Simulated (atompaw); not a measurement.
# Which change was made? (P, PAW (atompaw))

| Quantity | Value |
| --- | --- |
| Element | phosphorus (P) |
| Generator | atompaw 4.2.0.5 |
| Type | PAW |
| Functional | LDA (PW92) |
| Relativity | scalar-relativistic |
| Frozen core | [Ne] |
| Valence charge | 5 |
| Reference configuration | 3s2 3p1 (charge +2) |
| Partial waves | 3s (bound): rc 1.85 bohr; 3s channel at -2 Ry: rc 1.60 bohr; 3p (bound): rc 1.85 bohr; 3p channel at -1.2 Ry: rc 1.85 bohr |
| Local potential | troulliermartins scheme with l = 2 at 0 Ry, radius 1.60 bohr |
| Core correction | smooth core density matched at 1.80 bohr |
| Augmentation charge | sinc compensation charge, radius 1.45 bohr; PAW radius 1.85 bohr; waves and projectors: custom rrkj gramschmidtortho |

Cutoffs, loose and tight: the cutoffs (Ry, on a coarse ladder) from which the occupation-weighted sum of valence levels, in a spherical-Bessel basis at the reference potential, stays within 10 and 1 mRy of its value at 400 Ry. They see the waves, projectors and local potential, not the compensation charge or the core.

The base gives: outcome: generated, no UPF (negative core plus compensation charge); cutoff, loose: 12 Ry; cutoff, tight: 18 Ry; bound ghosts: none.

(1) After one change the result is: outcome: generated; cutoff, loose: 12 Ry; cutoff, tight: 18 Ry; bound ghosts: none. Which change was it?
A. all radii scaled by about 1.31 (s 2.42, p 2.42 bohr); local potential troulliermartins scheme with l = 2 at 0 Ry, radius 2.08 bohr; augmentation sinc compensation charge, radius 1.90 bohr; PAW radius 2.42 bohr; waves and projectors: custom rrkj gramschmidtortho; core correction smooth core density matched at 2.34 bohr
B. reference 3s2 3p3
C. core correction smooth core density matched at 1.02 bohr

## Answers

(1) C. The others give: all radii scaled by about 1.31 (s 2.42, p 2.42 bohr); local potential troulliermartins scheme with l = 2 at 0 Ry, radius 2.08 bohr; augmentation sinc compensation charge, radius 1.90 bohr; PAW radius 2.42 bohr; waves and projectors: custom rrkj gramschmidtortho; core correction smooth core density matched at 2.34 bohr → outcome: generated; cutoff, loose: 10 Ry; cutoff, tight: 12 Ry; bound ghosts: none | reference 3s2 3p3 → outcome: generated, no UPF (negative core plus compensation charge); cutoff, loose: 15 Ry; cutoff, tight: 21 Ry; bound ghosts: none.
